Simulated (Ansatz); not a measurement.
`N#[C][Sn]([Cl])([Cl])[Cl]` + NH₃ → `[NH2][Sn]([Cl])([Cl])[Cl]` + `C#N` at 500 K and 1 bar (ligand exchange at the Sn–C bond).

Isolated molecules relaxed with PBE0-D4/def2-TZVP in Ansatz; ΔE leaves out vibrations. CCSD(T)/CBS adds triple-zeta CCSD(T) − MP2 to the extrapolated MP2 energy (def2 sets, frozen cores). This one scheme is used for every species. Elements past krypton have def2 core potentials. For Sn outer-core shells are correlated without core-valence functions, which leaves a few kJ/mol of doubt a bond. One conformer a species, not always the lowest.

```csv
species,CCSD(T)/CBS energy (Eh),H − E (kJ/mol),S (J/(mol·K))
`N#[C][Sn]([Cl])([Cl])[Cl]`,-1686.23005,78.8,456.3
NH₃,-56.50880,108.2,211.8
`[NH2][Sn]([Cl])([Cl])[Cl]`,-1649.42005,124.5,461.1
`C#N`,-93.32098,60.1,220.8
```

H − E and S are ideal-gas, rigid-rotor, harmonic terms from PBE0-D4/def2-TZVP, for one conformer and one mirror image of each species. 1 Eh = 2625.50 kJ/mol, R = 8.31446 J/(mol·K).

Q: By hand: ΔE, ΔH, ΔS and ΔG.

A: ΔE = (-1649.42005) + (-93.32098) − (-1686.23005) − (-56.50880) = -0.00218 Eh = -5.7 kJ/mol. Δ(H − E) = 124.5 + 60.1 − 78.8 − 108.2 = -2.4, so ΔH = -8.1 kJ/mol. ΔS = 461.1 + 220.8 − 456.3 − 211.8 = 13.8 J/(mol·K). ΔG = -8.1 − 500 × (13.8)/1000 = -15.0 kJ/mol.

Q: By hand: the equilibrium constant, and the temperature at which ΔG would vanish if ΔH and ΔS stayed fixed.

A: log₁₀ K = −ΔG/(RT ln 10) = 1.6. ΔH and −TΔS have one sign here, so there is no such temperature.

TΔS isn't small against ΔH here. A doubt of 5 kJ/mol in ΔE shifts log₁₀ K by 0.5 here. Other conformers and mirror images would add mixing entropy, several J/(mol·K) or more a flexible species. Modes under 60 cm⁻¹, often nearly free rotors, make the harmonic entropy too high. These are equilibria of isolated gas molecules and say nothing of rates. Largest T1 diagnostic: 0.014 (customary marks: 0.02 for closed shells, 0.045 for open ones).
